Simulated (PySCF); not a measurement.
## 2-furylmethylsulfide in a uniform electric field

Species: 2-furylmethylsulfide, C₅H₆OS.
Atom-mapped SMILES: `[CH3:1][S:2][c:3]1[cH:4][cH:5][cH:6][o:7]1` (hydrogens: H8, H9, H10 on C1; H11 on C4; H12 on C5; H13 on C6)

Structure used (GFN2-xTB), in Å, numbered top down from 1:
```xyz
13
C5H6OS angstrom
C     -2.500   -0.073   -0.051
S     -1.388    1.363    0.003
C      0.140    0.564   -0.283
C      1.400    1.086   -0.362
C      2.252   -0.018   -0.609
C      1.452   -1.114   -0.661
O      0.160   -0.769   -0.463
H     -3.500    0.310    0.123
H     -2.222   -0.775    0.729
H     -2.438   -0.542   -1.028
H      1.671    2.115   -0.257
H      3.315    0.009   -0.730
H      1.654   -2.154   -0.822
```

Level: CAM-B3LYP/def2-SVPD (PySCF); nuclei fixed, core orbitals frozen in the response. Permanent dipole (-0.125, -1.018, -0.113) D (1 au = 2.5417 D). Static polarisability (au):

```
x   106.06  -5.33  -6.75
y    -5.33  81.87   4.18
z    -6.75   4.18  56.35
```

Only the terms in μ and α are kept: μ(F) = μ + αF and ΔE = −μ·F − ½ F·αF.

**Question.** What do fields of 0.257 V/Å (0.005 au) along the six axis directions do?

**Answer.** 
```tsv
field along	induced x (D)	induced y (D)	induced z (D)	total size (D)	−μ·F (kJ/mol)	−½F·αF (kJ/mol)
+x	1.348	-0.068	-0.086	1.647	+0.646	-3.481
−x	-1.348	0.068	0.086	1.753	-0.646	-3.481
+y	-0.068	1.040	0.053	0.203	+5.258	-2.687
−y	0.068	-1.040	-0.053	2.066	-5.258	-2.687
+z	-0.086	0.053	0.716	1.157	+0.584	-1.849
−z	0.086	-0.053	-0.716	1.355	-0.584	-1.849
```

**Question.** For the field (-0.0030, -0.0015, 0.0005) au, what is the induced dipole, and what angle does it make with the field?

**Answer.** αF = (-0.797, -0.266, 0.107) D, at 8.1° to the field. The polarisability along this direction, F·αF/F², is 97.29 au, against a mean of 81.43 au.

**Question.** At what field along the permanent dipole would the induced dipole along it equal the permanent one, in this linear picture?

**Answer.** The polarisability along the dipole is 81.37 au, so F = 0.4060 au / 81.37 au = 0.0050 au = 0.26 V/Å; higher-order terms are ignored.

**Question.** What field makes μF equal to kT at 100 K?

**Answer.** kT = 0.3167 × 10⁻³ Eh, so F = 0.00078 au = 4.01 MV/cm.

**Question.** A unit point charge sits 6 Å away. Estimate the induction energy −αe²/2R⁴ with the mean polarisability, treating the molecule as a point.

**Answer.** R = 11.34 bohr, so the energy is −81.4/(2 × 11.34⁴) Eh = -6.47 kJ/mol. The charge–dipole term at its most favourable orientation, −μe/R², is -8.29 kJ/mol.

The structure is a single GFN2-xTB conformer in the gas phase; no vibrational or solvent corrections.
